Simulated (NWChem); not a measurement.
Everything below was run with NWChem. System: C2F3O, charge 0, spin multiplicity 2, at a geometry optimised with UPBE0/def2-SVP. The structure started from a generated list of species. Its SCF solution wasn't tested for a lower state. Level: UMP2/def2-TZVP, 6 core orbitals frozen.

Input file:

```
start mol
memory heap 200 mb stack 900 mb global 1100 mb
geometry units angstroms nocenter noautoz noautosym
  O      2.070012     0.061080    -0.031761
  C      1.095216    -0.518481     0.257323
  C     -0.353140    -0.026753     0.012735
  F     -0.386406     1.144958    -0.604622
  F     -0.962817     0.085766     1.182247
  F     -0.985504    -0.921528    -0.729431
end
basis spherical
  * library def2-tzvp
end
scf
  uhf
  nopen 1
  maxiter 100
  thresh 1e-7
  semidirect memsize 60000000 filesize 0
  # guess.movecs holds the orbitals of an unrestricted PBE0 run
  vectors input guess.movecs output mol.movecs
end
mp2
  freeze core 6
end
task mp2 energy
```

Part of the output:

```
             Northwest Computational Chemistry Package (NWChem) 7.3.0
             --------------------------------------------------------

                                NWChem Input Module
                                -------------------

 Scaling coordinates for geometry "geometry" by  1.889725989
 (inverse scale =  0.529177249)

                             Geometry "geometry" -> ""
                             -------------------------

 Output coordinates in angstroms (scale by  1.889725989 to convert to a.u.)

  No.       Tag          Charge          X              Y              Z
 ---- ---------------- ---------- -------------- -------------- --------------
    1 O                    8.0000     2.07001200     0.06108000    -0.03176100
    2 C                    6.0000     1.09521600    -0.51848100     0.25732300
    3 C                    6.0000    -0.35314000    -0.02675300     0.01273500
    4 F                    9.0000    -0.38640600     1.14495800    -0.60462200
    5 F                    9.0000    -0.96281700     0.08576600     1.18224700
    6 F                    9.0000    -0.98550400    -0.92152800    -0.72943100

 Effective nuclear repulsion energy (a.u.)     242.3951551831

            Nuclear Dipole moment (a.u.)
            ----------------------------
        X                 Y               Z
 ---------------- ---------------- ----------------
     0.0000170075     0.0000000000     0.0000113384


 Summary of "ao basis" -> "" (spherical)
 ------------------------------------------------------------------------------
       Tag                 Description            Shells   Functions and Types
 ---------------- ------------------------------  ------  ---------------------
 *                         def2-tzvp                  on all atoms

 Summary of "ao basis" -> "ao basis" (spherical)
 ------------------------------------------------------------------------------
       Tag                 Description            Shells   Functions and Types
 ---------------- ------------------------------  ------  ---------------------
 O                         def2-tzvp                11       31   5s3p2d1f
 C                         def2-tzvp                11       31   5s3p2d1f
 F                         def2-tzvp                11       31   5s3p2d1f

                                 NWChem SCF Module
                                 -----------------

  ao basis        = "ao basis"
  functions       =   186
  atoms           =     6
  alpha electrons =    24
  beta  electrons =    23
  charge          =   0.00
  wavefunction    = UHF
  use symmetry    = F
  symmetry adapt  = F

 Summary of "ao basis" -> "ao basis" (spherical)
 ------------------------------------------------------------------------------
       Tag                 Description            Shells   Functions and Types
 ---------------- ------------------------------  ------  ---------------------
 O                         def2-tzvp                11       31   5s3p2d1f
 C                         def2-tzvp                11       31   5s3p2d1f
 F                         def2-tzvp                11       31   5s3p2d1f

 Forming initial guess at       0.1s

 Starting SCF solution at       0.1s

 ----------------------------------------------
         Quadratically convergent UHF

 Convergence threshold     :          1.000E-07
 Maximum no. of iterations :          100
 Integral*density screening:          1.000E-09
 ----------------------------------------------

              iter       energy          gnorm     gmax       time
             ----- ------------------- --------- --------- --------
                 1     -449.0170613936  8.64D-01  1.22D-01     13.8
                 2     -449.0539416614  1.69D-01  1.83D-02     21.2
                 3     -449.0572044476  9.27D-03  4.79D-03     46.4
                 4     -449.0573454853  8.43D-04  2.00D-04    105.3
                 5     -449.0573457689  1.36D-06  3.56D-07    174.4
                 6     -449.0573457689  9.62D-09  2.99D-09    257.7

       Final UHF  results
       ------------------

         Total SCF energy =   -449.057345768882
      One electron energy =  -1104.009507651898
      Two electron energy =    412.557006699922
 Nuclear repulsion energy =    242.395155183094

                       Sz =      0.5000
                 Sz(Sz+1) =      0.7500
                      S^2 =      0.7685

        Time for solution =    257.5s

          Final alpha eigenvalues
          -----------------------

              1
    1  -26.3729
    2  -26.3728
    3  -26.3697
    4  -20.6542
    5  -11.5546
    6  -11.3949
    7   -1.7729
    8   -1.6752
    9   -1.6729
   10   -1.4994
   11   -1.0604
   12   -0.9226
   13   -0.8663
   14   -0.8654
   15   -0.7919
   16   -0.7495
   17   -0.7455
   18   -0.7081
   19   -0.7020
   20   -0.6882
   21   -0.6827
   22   -0.6617
   23   -0.6076
   24   -0.4328
   25    0.0835
   26    0.1970
   27    0.2345
   28    0.2675
   29    0.2998
   30    0.3144
   31    0.3221
   32    0.3580
   33    0.3959
   34    0.4235

          Final beta eigenvalues
          ----------------------

              1
    1  -26.3732
    2  -26.3731
    3  -26.3678
    4  -20.6441
    5  -11.5467
    6  -11.3741
    7   -1.7702
    8   -1.6758
    9   -1.6693
   10   -1.4750
   11   -1.0305
   12   -0.9018
   13   -0.8634
   14   -0.8599
   15   -0.7604
   16   -0.7457
   17   -0.7395
   18   -0.7019
   19   -0.6995
   20   -0.6820
   21   -0.6428
   22   -0.6142
   23   -0.5604
   24    0.0537
   25    0.1068
   26    0.2053
   27    0.2390
[...]
    Atom       Charge   Shell Charges
 -----------   ------   -------------------------------------------------------
    1 O    8     8.25   0.79  1.18  0.59  0.95  0.32  1.82  1.89  0.67  0.01  0.03  0.00
    2 C    6     5.80   0.86  1.12  0.54  0.64  0.18  1.11  1.01  0.18  0.05  0.11  0.02
    3 C    6     5.29   0.85  1.13  0.51  0.48 -0.03  1.07  0.87  0.02  0.08  0.27  0.04
    4 F    9     9.21   0.77  1.20  0.60  1.02  0.33  2.24  2.27  0.76  0.00  0.02  0.00
    5 F    9     9.22   0.77  1.20  0.60  1.02  0.33  2.24  2.27  0.77  0.00  0.02  0.00
    6 F    9     9.22   0.77  1.20  0.60  1.02  0.33  2.24  2.27  0.77  0.00  0.02  0.00

  Mulliken analysis of the alpha density
  --------------------------------------

    Atom       Charge   Shell Charges
 -----------   ------   -------------------------------------------------------
    1 O    8     4.20   0.40  0.59  0.30  0.48  0.16  0.96  0.98  0.32  0.00  0.02  0.00
    2 C    6     3.24   0.43  0.56  0.31  0.35  0.12  0.67  0.61  0.11  0.02  0.05  0.01
    3 C    6     2.72   0.43  0.56  0.27  0.25 -0.02  0.57  0.46  0.00  0.04  0.14  0.02
    4 F    9     4.62   0.39  0.60  0.30  0.51  0.17  1.13  1.14  0.38  0.00  0.01  0.00
    5 F    9     4.61   0.39  0.60  0.30  0.51  0.17  1.12  1.14  0.38  0.00  0.01  0.00
    6 F    9     4.61   0.39  0.60  0.30  0.51  0.17  1.12  1.14  0.38  0.00  0.01  0.00

   Mulliken analysis of the beta density
   -------------------------------------

    Atom       Charge   Shell Charges
 -----------   ------   -------------------------------------------------------
    1 O    8     4.05   0.40  0.59  0.29  0.47  0.16  0.86  0.92  0.35  0.00  0.02  0.00
    2 C    6     2.56   0.43  0.56  0.24  0.29  0.05  0.44  0.40  0.07  0.02  0.05  0.01
    3 C    6     2.57   0.43  0.56  0.24  0.23 -0.01  0.50  0.41  0.02  0.04  0.13  0.02
    4 F    9     4.60   0.39  0.60  0.30  0.51  0.17  1.11  1.13  0.38  0.00  0.01  0.00
    5 F    9     4.61   0.39  0.60  0.30  0.51  0.17  1.12  1.14  0.38  0.00  0.01  0.00
    6 F    9     4.61   0.39  0.60  0.30  0.51  0.17  1.12  1.14  0.38  0.00  0.01  0.00

   Mulliken analysis of the spin density
   -------------------------------------

    Atom       Charge   Shell Charges
 -----------   ------   -------------------------------------------------------
    1 O    8     0.15   0.00 -0.00  0.01  0.01 -0.00  0.10  0.06 -0.03  0.00 -0.00  0.00
    2 C    6     0.68   0.00 -0.00  0.07  0.06  0.07  0.23  0.22  0.04  0.00  0.00  0.00
    3 C    6     0.15   0.00 -0.00  0.03  0.03 -0.01  0.07  0.04 -0.01  0.00  0.01  0.00
    4 F    9     0.02   0.00 -0.00  0.00  0.00 -0.00  0.02  0.01 -0.00  0.00  0.00  0.00
    5 F    9    -0.00  -0.00  0.00 -0.00 -0.00  0.00 -0.00 -0.00  0.00  0.00  0.00  0.00
    6 F    9    -0.00  -0.00  0.00 -0.00 -0.00  0.00 -0.00 -0.00  0.00  0.00  0.00  0.00

       Multipole analysis of the density wrt the origin
       ------------------------------------------------

     L   x y z        total         alpha         beta         nuclear
     -   - - -        -----         -----         ----         -------
     0   0 0 0     -0.000000    -24.000000    -23.000000     47.000000

     1   1 0 0     -0.192266     -1.098027      0.905743      0.000017
     1   0 1 0     -0.248919      0.476325     -0.725244      0.000000
     1   0 0 1      0.122069     -0.237802      0.359860      0.000011

     2   2 0 0    -26.061160   -124.168848   -118.487118    216.594806
     2   1 1 0     -0.653628     -1.046771     -3.569486      3.962629
     2   1 0 1      0.321363      0.486969      1.742093     -1.907698
     2   0 2 0    -23.401935    -51.125758    -47.820478     75.544302

------------------------------------------------------------
EAF file 0: "./mol.aoints.0" size=524288 bytes
------------------------------------------------------------
               write      read    awrite     aread      wait
               -----      ----    ------     -----      ----
     calls:        1        40         0         0         0
   data(b): 5.24e+05  2.10e+07  0.00e+00  0.00e+00
   time(s): 0.00e+00  0.00e+00  0.00e+00  0.00e+00  0.00e+00
rate(mb/s): 0.00e+00  0.00e+00
------------------------------------------------------------

     2   0 1 1      0.245269      0.949678     -0.396660     -0.307749
     2   0 0 2    -23.041383    -49.777224    -48.486635     75.222476

                   NWChem MP2 Semi-direct Energy/Gradient Module
                   ---------------------------------------------

  Basis functions       =    186
  Molecular orbitals    =    186
  Frozen core           =      6
  Frozen virtuals       =      0
  Active alpha occupied =     18
  Active beta occupied  =     17
  Active alpha virtual  =    162
  Active beta virtual   =    163
  Use MO symmetry       = F
  Use skeleton AO sym   = F

  AO/Fock/Back tols     =   1.0D-09  1.0D-09  1.0D-09

 GA uses MA = F    GA memory limited = T

 Available:
  local mem=  1.26D+08
 global mem=  1.44D+08
 local disk=  0.00D+00
  mp2_memr nvloc                   162
  nvloc new                   162
   1 passes of  18:        5242880                     216317                 162843670.
   1 passes of  18: M    126151210           G      144110008           F     120908330.
  mp2_memr nvloc                   162
  nvloc new                   162
   2 passes of   9:        5242880                     143446                  81451403.
   2 passes of   9: M    126151210           G      144110008           F     120908330.

 Semi-direct pass number   1 of   2  for UHF alpha       at      258.2s
  vrange nnbf                 16419
  mp2_eaftype                   310  avail_ma_in_mb                  1099
 EAF : mp2_eaftype filesize         310   40725702.
  mp2_eaf for mointskh                    310
Node 0 wrote    191.5 Mb in      0.1 s     Agg I/O rate:  1655.2 Mb/s
 Done moints_semi at      287.7s
  mp2_eaftype                   310  avail_ma_in_mb                   789
 EAF : mp2_eaftype filesize         310   40725702.
  mp2_eaf for kh                   310
 Done maket at      288.8s
 Semi-direct pass number   2 of   2  for UHF alpha       at      288.8s
  vrange nnbf                 16419
  mp2_eaftype                   310  avail_ma_in_mb                   789
 EAF : mp2_eaftype filesize         310   40725702.
  mp2_eaf for mointskh                    310
Node 0 wrote    191.5 Mb in      0.1 s     Agg I/O rate:  2006.9 Mb/s
 Done moints_semi at      317.4s
  mp2_eaftype                   310  avail_ma_in_mb                   789
 EAF : mp2_eaftype filesize         310   40725702.
  mp2_eaf for kh                   310
 Done maket at      318.5s
 Done multipass loop at      318.5s

 GA uses MA = F    GA memory limited = T

 Available:
  local mem=  1.26D+08
 global mem=  1.44D+08
 local disk=  0.00D+00
  mp2_memr nvloc                   163
  nvloc new                   163
   1 passes of  17:        5242880                     209070                 154749103.
   1 passes of  17: M    126151210           G      144110008           F     120908330.
  mp2_memr nvloc                   163
  nvloc new                   163
   2 passes of   9:        5242880                     143896                  81953824.
   2 passes of   9: M    126151210           G      144110008           F     120908330.

 Semi-direct pass number   1 of   2  for UHF beta        at      318.7s
  vrange nnbf                 16419
  mp2_eaftype                   312  avail_ma_in_mb                  1099
 EAF : mp2_eaftype filesize         312   40976912.
  mp2_eaf for mointskh                    312
Node 0 wrote    192.7 Mb in      0.1 s     Agg I/O rate:  1614.2 Mb/s
 Done moints_semi at      347.2s
  mp2_eaftype                   312  avail_ma_in_mb                   787
 EAF : mp2_eaftype filesize         312   40976912.
  mp2_eaf for kh                   312
 Done maket at      348.4s
 Semi-direct pass number   2 of   2  for UHF beta        at      348.4s
  vrange nnbf                 16419
  mp2_eaftype                   312  avail_ma_in_mb                   787
 EAF : mp2_eaftype filesize         312   40976912.
  mp2_eaf for mointskh                    312
Node 0 wrote    171.3 Mb in      0.1 s     Agg I/O rate:  1374.2 Mb/s
 Done moints_semi at      378.6s
  mp2_eaftype                   312  avail_ma_in_mb                   787
 EAF : mp2_eaftype filesize         312   40976912.
  mp2_eaf for kh                   312
 Done maket at      379.4s
 Done multipass loop at      379.4s

          -------------------------------------------
          SCF energy                -449.057345768882
          Correlation energy          -1.247860987048
          Singlet pairs                0.000000000000
          Triplet pairs                0.000000000000
          Total MP2 energy          -450.305206755929
          -------------------------------------------

          ---------------------------------------------------
                    Spin Component Scaled (SCS) MP2
          Same spin pairs                     -0.332984490862
          Same spin scaling factor             0.333333333333
          Opposite spin pairs                 -0.914876496185
          Opposite spin scaling fact.          1.200000000000
          SCS-MP2 correlation energy          -1.208846625710
          Total SCS-MP2 energy              -450.266192394592
          ---------------------------------------------------

 -----------------------
 Performance information
 -----------------------

 Timer overhead =  1.91D-07 seconds/call

               Nr. of calls         CPU time (s)                 Wall time (s)                GFlops
             ---------------    -------------------     ------------------------------   -------------------
Name         Min   Avg   Max    Min     Avg     Max     Min     Avg     Max   Mx/calls   Min     Max     Sum
mp2: moin     4     4     4   1.17E+2 1.17E+2 1.17E+2  1.17E+2 1.17E+2 1.17E+2  29.      0.0     0.0     0.0
mp2: make     4     4     4    4.2     4.2     4.2      4.2     4.2     4.2     1.0      0.0     0.0     0.0
mp2: tota     1     1     1   1.22E+2 1.22E+2 1.22E+2  1.22E+2 1.22E+2 1.22E+2 1.22E+2   0.0     0.0     0.0

 The average no. of pstat calls per process was 9.00D+00
 with a timing overhead of 1.72D-06s

 Task  times  cpu:      379.4s     wall:      379.4s

 Total times  cpu:      379.4s     wall:      379.4s
```
